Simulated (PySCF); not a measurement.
1-butanol (C4H10O), SMILES C(C)CCO.

Geometry optimised at TPSSh-D3(BJ)/def2-SVP. One conformer was computed; it need not be the lowest.

These are TDDFT-PBE/def2-SVPD run with PySCF values and carry that method's errors.

Vertical excitations. Gas-phase values at a fixed geometry. State labels are in the subgroup Cs.

Computed UV-visible absorptions:
```json
[
 {"state": "S1", "symmetry": "A\"", "energy (eV)": "6.15", "λ (nm)": "202", "f": "0.001", "main pairs": "HOMO→LUMO 99 %"},
 {"state": "S2", "symmetry": "A\"", "energy (eV)": "6.46", "λ (nm)": "192", "f": "0.002", "main pairs": "HOMO→LUMO+1 99 %"},
 {"state": "S3", "symmetry": "A\"", "energy (eV)": "7.01", "λ (nm)": "177", "f": "0.016", "main pairs": "HOMO→LUMO+2 99 %"},
 {"state": "S4", "symmetry": "A'", "energy (eV)": "7.39", "λ (nm)": "168", "f": "0.025", "main pairs": "HOMO→LUMO+3 98 %"},
 {"state": "S5", "symmetry": "A\"", "energy (eV)": "7.45", "λ (nm)": "166", "f": "0.001", "main pairs": "HOMO→LUMO+4 100 %"},
 {"state": "S6", "symmetry": "A\"", "energy (eV)": "7.59", "λ (nm)": "163", "f": "0.002", "main pairs": "HOMO−2→LUMO 100 %"},
 {"state": "S7", "symmetry": "A'", "energy (eV)": "7.63", "λ (nm)": "163", "f": "0.007", "main pairs": "HOMO−1→LUMO 98 %"},
 {"state": "S8", "symmetry": "A'", "energy (eV)": "7.97", "λ (nm)": "156", "f": "0.033", "main pairs": "HOMO−1→LUMO+1 91 %"},
 {"state": "S9", "symmetry": "A'", "energy (eV)": "7.98", "λ (nm)": "155", "f": "0.021", "main pairs": "HOMO−3→LUMO 91 %"},
 {"state": "S10", "symmetry": "A\"", "energy (eV)": "7.98", "λ (nm)": "155", "f": "0.000", "main pairs": "HOMO−2→LUMO+1 100 %"},
 {"state": "T1", "symmetry": "A\"", "energy (eV)": "5.90", "λ (nm)": "210", "f": "0", "main pairs": "HOMO→LUMO 99 %"},
 {"state": "T2", "symmetry": "A\"", "energy (eV)": "6.40", "λ (nm)": "194", "f": "0", "main pairs": "HOMO→LUMO+1 98 %"},
 {"state": "T3", "symmetry": "A\"", "energy (eV)": "6.90", "λ (nm)": "180", "f": "0", "main pairs": "HOMO→LUMO+2 98 %"},
 {"state": "T4", "symmetry": "A'", "energy (eV)": "7.26", "λ (nm)": "171", "f": "0", "main pairs": "HOMO→LUMO+3 95 %"}
]
```
Triplets are in the Tamm–Dancoff approximation, which puts them higher than full response would, so one can lie above its singlet here.
